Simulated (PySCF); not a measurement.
**Excitation energy of V by level of theory**

V [Ar] 3d3 4s2 (4F) → V [Ar] 3d5 (6S), as a difference of total energies. Computed with PySCF 2.14 in ANO-RCC-VTZP, with the spin-free X2C one-electron Hamiltonian (Gaussian nucleus). Correlated levels: valence and next inner shell: [Ne] frozen. The calculations carry no spin-orbit coupling.

```csv
method,excitation energy (cm⁻¹)
UHF,30579
MP2 (valence and next inner shell),14323
SCS-MP2 (valence and next inner shell),26309
CCSD (valence and next inner shell),22069
CCSD(T) (valence and next inner shell),21329
```

A first-order spin-orbit estimate (lowest level to lowest level, LS coupling) adds 0.049 eV.
